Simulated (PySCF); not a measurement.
Structure problem from calculated spectra and properties.

Formula: C11H19O2; charge +1.

* NMR, other nuclei: isotropic shieldings of nuclei other than C and H, by class: 34 (1 O), 35 (1 O) ppm [GIAO PBE/pcSseg-1]
* 1H NMR: chemical shifts (computed TMS as zero) by class: 5.19 (1 H), 4.43 (1 H), 3.11 (1 H), 3.07 (1 H), 1.91 (1 H), 1.77 (1 H), 1.73 (1 H), 1.59 (1 H), 1.50 (3 H), 1.45 (1 H), 1.34 (3 H), 1.33 (1 H), 0.99 (1 H), 0.96 (1 H), 0.65 (1 H) ppm [GIAO PBE/pcSseg-1]
* 13C NMR: chemical shifts (computed TMS as zero) by class: 191.5 (1 C), 105.3 (1 C), 96.5 (1 C), 36.7 (1 C), 27.2 (1 C), 25.2 (1 C), 15.7 (1 C), 12.0 (1 C), 9.5 (1 C), 9.4 (1 C), 6.9 (1 C) ppm [GIAO PBE/pcSseg-1]
* Rotational structure: rotational constants A, B, C: 0.735, 0.652, 0.369 GHz [PBE0-D3(BJ)/def2-SVP]
* UV, strongest line: among the 10 lowest singlet transitions: S6 at 7.69 eV (161 nm, f = 0.133) [TDDFT CAM-B3LYP/def2-SVPD]
* UV, first state: lowest singlet excitation: 6.54 eV (190 nm, f = 0.021) [TDDFT CAM-B3LYP/def2-SVPD]
* Triplet: lowest triplet excitation (Tamm–Dancoff): 5.84 eV [TDA CAM-B3LYP/def2-SVPD]
* Polarisability: 127.9 au [CAM-B3LYP/def2-SVPD]

Electronic properties: PySCF, gas phase, density fitting. Levels stand in brackets. NMR shifts are as computed; neighbouring signals can stand in another order in a measured spectrum. The structure is a single PBE0-D3(BJ)/def2-SVP conformer in the gas phase; no vibrational or solvent corrections. NMR classes are plain means over equivalent atoms (diastereotopic ones count apart unless rotation or inversion swaps them), as if these changed places fast.

**Question.** Give a SMILES that accounts for the data.

**Answer.** Numbering: `[CH3:1][CH2:2][CH2:3][C@@H:4]1[O:5][C+:6]([CH2:7][CH3:8])[O:9][C@@H:10]1[CH:11]1[CH2:12][CH2:13]1`. 11 carbons fall into 11 classes; from least to most shielded: carbon bonded to C and 2 O [C6] (191.5 ppm), ring sp3 carbon bound to oxygen [C10] (105.3 ppm), ring sp3 carbon bound to oxygen [C4] (96.5 ppm), chain CH2 carbon [C3] (36.7 ppm), chain CH2 carbon [C7] (27.2 ppm), chain CH2 carbon [C2] (25.2 ppm), methyl carbon [C1] (15.7 ppm), three-membered-ring carbon [C11] (12.0 ppm), three-membered-ring carbon [C12] (9.5 ppm), three-membered-ring carbon [C13] (9.4 ppm), methyl carbon [C8] (6.9 ppm). Hydrogen classes from least to most shielded: 1 H on an sp3 carbon bound to oxygen, C4 (5.19 ppm), 1 H on an sp3 carbon bound to oxygen, C10 (4.43 ppm), 1 H on a chain CH2 carbon, C7 (3.11 ppm), 1 H on a chain CH2 carbon, C7 (3.07 ppm), 1 H on a chain CH2 carbon, C3 (1.91 ppm), 1 H on a chain CH2 carbon, C2 (1.77 ppm), 1 H on a chain CH2 carbon, C3 (1.73 ppm), 1 H on a chain CH2 carbon, C2 (1.59 ppm), 3 H on a methyl carbon, C8 (1.50 ppm), 1 H on a three-membered-ring carbon, C12 (1.45 ppm), 3 H on a methyl carbon, C1 (1.34 ppm, a mean of values up to 0.6 ppm apart in this geometry), 1 H on a three-membered-ring carbon, C13 (1.33 ppm); 3 more classes are left out. The other shieldings belong to: 34 ppm, oxygen bonded to 2 C [O9]; 35 ppm, oxygen bonded to 2 C [O5]. S1 is mainly HOMO→LUMO (weight 0.89); the largest Löwdin shares of the orbital it empties are 0.32 on a three-membered-ring carbon, 0.28 on a three-membered-ring carbon, 0.14 on a three-membered-ring carbon and 0.04 on an sp3 carbon bound to oxygen, of the orbital it fills 0.42 on the carbon bonded to C and 2 O, 0.20 on an oxygen bonded to 2 C, 0.18 on an oxygen bonded to 2 C and 0.09 on a chain CH2 carbon. The optimised geometry has point group C1 and is an asymmetric top. Structure: `CCC[C@@H]1O[C+](CC)O[C@@H]1C1CC1`. The assignments are read from this structure; whether some other isomer fits the data as well wasn't checked. The mirror image fits equally.

Conformer computed: `[CH3:1][CH2:2][CH2:3][C@@H:4]1[O:5][C+:6]([CH2:7][CH3:8])[O:9][C@@H:10]1[CH:11]1[CH2:12][CH2:13]1`: C1–C2–C3–C4 180°, C2–C3–C4–O5 -65°, O5–C6–C7–C8 11°, O9–C10–C11–C12 81°.
